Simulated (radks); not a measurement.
Task: All-electron atom: Pb45+ in [Kr] 4d1. All-electron calculation, scalar-relativistic Kohn-Sham, LB94 model potential, spin-polarised, spherical densities, finite nucleus; open shells are filled with parallel spins first (spin-orbit coupling, left out, can overturn this in heavy ions); Fermi nuclear charge, rms radius 5.5012 fm. Program: a radial shooting solver on a logarithmic mesh with Libxc functionals. Some entries of the table are withheld. Estimate them.

orbital  occ.  eigenvalue (hartree)  <1/r> (bohr^-1)
1s down     1             -3329.111            101.4
1s up       1             -3329.108            101.4
2s up       1             -663.6042            23.83
2s down     1             -663.5890            23.83
2p up       3             -581.3672            20.96
2p down     3             -581.3571            20.96
3s up       1             -219.2534            8.931
3s down     1             -219.2478            8.928
3p up       3             -195.5424            8.108
3p down     3             -195.5362            8.105
3d up       5             -171.9282            7.615
3d down     5             -171.9029            7.613
4s up       1                   (1)            4.285
4s down     1                   (2)            4.289
4p up       3             -92.93312            3.956
4p down     3             -92.85907            3.959
4d up       1             -83.68211              (3)
4d down     0             -83.61526              (4)

Result: 
(1) 4s up eigenvalue (hartree): -101.6746
(2) 4s down eigenvalue (hartree): -101.6059
(3) 4d up <1/r> (bohr^-1): 3.715
(4) 4d down <1/r> (bohr^-1): 3.718
